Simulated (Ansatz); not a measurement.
Isolated molecules relaxed with PBE0-D4/def2-TZVP in Ansatz; ΔE leaves out vibrations. CCSD(T)/CBS is the MP2 limit (def2-TZVPP, def2-QZVPP) plus CCSD(T) − MP2 in def2-TZVPP, frozen cores. DFT in def2-TZVPP.

Consider the isomerisation: `C=[C](C)[AlH2]` → `[CH3][Al]1[CH2][CH2]1`.

```
             level  ΔE (kcal/mol)
          BHLYP-D4           11.9
SCS-MP2/def2-QZVPP            9.9
```

(1) What does CCSD(T)/CBS give? (Estimate.)

Largest T1 diagnostic among the species: 0.010.

## Answers

(1) Computed: +9.0 kcal/mol. The listed levels differ from it by 2.9, 0.9 kcal/mol.

In def2-TZVPP, CCSD(T) changes the Hartree–Fock value by −8.6 kcal/mol (the triples alone add −0.4 kcal/mol) and MP2 by −11.0 kcal/mol. At CCSD(T), def2-SVP lies +5.3 kcal/mol from the extrapolated value and def2-TZVPP +0.6 kcal/mol. From BLYP to BHLYP (50 % exact exchange), in def2-TZVPP and without D4, ΔE moves by +1.1 kcal/mol.
